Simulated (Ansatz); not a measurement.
Input and output for the cluster Al2B5 (the lowest doublet isomer of a short search).

```yaml
crystal:
  periodic: [false, false, false]
  atoms:
    - {symbol: B, position_ang: [-0.056003, 1.083591, -0.392263]}
    - {symbol: B, position_ang: [-1.206971, -0.108477, -0.798434]}
    - {symbol: B, position_ang: [0.339692, -0.347726, -1.207288]}
    - {symbol: B, position_ang: [-1.211290, 0.425264, 0.676711]}
    - {symbol: B, position_ang: [0.332784, 0.506015, 1.152015]}
    - {symbol: Al, position_ang: [2.006697, 0.169704, -0.055533]}
    - {symbol: Al, position_ang: [-0.204909, -1.728382, 0.624793]}
basis:
  gaussian: {orbitals: def2-SVPD, fitting: {mean_field: cc-pVTZ-jkfit}, nuclear_model: gaussian}
magnetization: {spin_polarized: true, initial_magnetization: 1}
hamiltonian: {xc: {name: revPBE0}, dispersion: d3bjatm}
accuracy: high
scf: {omitted_lower_state_checks: [starts]}
output: {forces: true}
```

```sh
$ ansatz run in.yaml --threads 4 --pin off --events-out ev --progress --plain --max-ram 4787MiB
```

Shortened log:

```
Functional definition: revPBE0
637 factors; integrals over basis functions are off by at most 1.2e-1 eV
mean field evaluation 1: about -16536.2019 eV, gradient 5.3e1 eV
mean field evaluation 2: about -16307.6711 eV, gradient 1.6e2 eV
mean field evaluation 4: about -16555.4411 eV, gradient 2.0e1 eV
mean field evaluation 8: about -16558.6882 eV, gradient 3.0e-1 eV
mean field evaluation 16: about -16558.6868 eV, gradient 1.0e-2 eV
mean field evaluation 32: about -16558.6868 eV, gradient 4.0e-5 eV
mean field -16558.68682319 eV, -608.5205168711 hartree, gradient 7.1e-8 eV, S^2 0.761950; 0 other end points of the search recorded, 0 dependent functions left out
reference -16558.68682743 eV, -608.5205170268 hartree; 26, 25 occupied and 122, 123 virtual orbitals, 637 factors
Total energy: -16559.23250709 eV, -608.5405703845 hartree
Atom 0 at    -0.056003     1.083591    -0.392263 Å, force     0.023898     0.156150    -0.056266 eV/Å
Atom 1 at    -1.206971    -0.108477    -0.798434 Å, force    -0.141837    -0.021173    -0.096853 eV/Å
Atom 2 at     0.339692    -0.347726    -1.207288 Å, force     0.068858    -0.072262    -0.186558 eV/Å
Atom 3 at    -1.211290     0.425264     0.676711 Å, force    -0.142260     0.045553     0.087259 eV/Å
Atom 4 at     0.332784     0.506015     1.152015 Å, force     0.067700     0.063869     0.189599 eV/Å
Atom 5 at     2.006697     0.169704    -0.055533 Å, force     0.109262    -0.003991     0.001888 eV/Å
Atom 6 at    -0.204909    -1.728382     0.624793 Å, force     0.014379    -0.168147     0.060932 eV/Å
Dipole moment:     0.058911     0.186626    -0.067368 e Å
Checks for a lower state left out: starts
```

It took 13 s on 4 threads of Arm Neoverse V1 on a shared host.
